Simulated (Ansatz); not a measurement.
Born–Oppenheimer molecular dynamics of Cl$_{2}$GaH$_{2}$N (6 atoms, charge 0, multiplicity 1). It starts from a relaxed structure.

Method: Ansatz, RKS PBE-D4/def2-SVP.

- ensemble: NVE (velocity Verlet)
- time step: 3 fs
- steps asked: 40
- starting velocities drawn for: 300 K
- seed: 185219

First frame:

```xyz
6
Properties=species:S:1:pos:R:3
Ga 0.000 0.000 0.044
N 0.000 0.000 1.846
H -0.853 -0.047 2.403
H 0.853 0.047 2.403
Cl 1.852 0.101 -1.043
Cl -1.852 -0.101 -1.043
```

Task: How far do the bonds stretch over the last three quarters of this one trajectory? (Pairs bonded in most of those frames.)

Result: 
```json
{"bond": "Ga1–N2", "mean (Å)": "1.828", "spread (Å)": "0.033", "shortest": "1.77", "longest": "1.89"}
{"bond": "Ga1–Cl5", "mean (Å)": "2.158", "spread (Å)": "0.025", "shortest": "2.12", "longest": "2.20"}
{"bond": "Ga1–Cl6", "mean (Å)": "2.152", "spread (Å)": "0.030", "shortest": "2.10", "longest": "2.20"}
{"bond": "N2–H3", "mean (Å)": "1.032", "spread (Å)": "0.039", "shortest": "0.97", "longest": "1.10"}
{"bond": "N2–H4", "mean (Å)": "1.030", "spread (Å)": "0.030", "shortest": "0.98", "longest": "1.09"}
```

Mean temperature of the second half: 169 K. The conserved energy wandered by up to 27.9 meV per atom (net 12.6 meV per atom), which is poor conservation. Over the second half the temperature averaged 0.56 of the 300 K drawn at the start: a run that starts near a minimum puts about half its kinetic energy into the potential. A step of 3 fs is long for free X–H stretches (periods near 10 fs) and can bias their spread and the temperature. A run of 0.12 ps of so small a system gives no equilibrium averages.

Run time: 100 s on 1 thread of Arm Neoverse V2, on a shared host, peak memory 0.12 GiB.
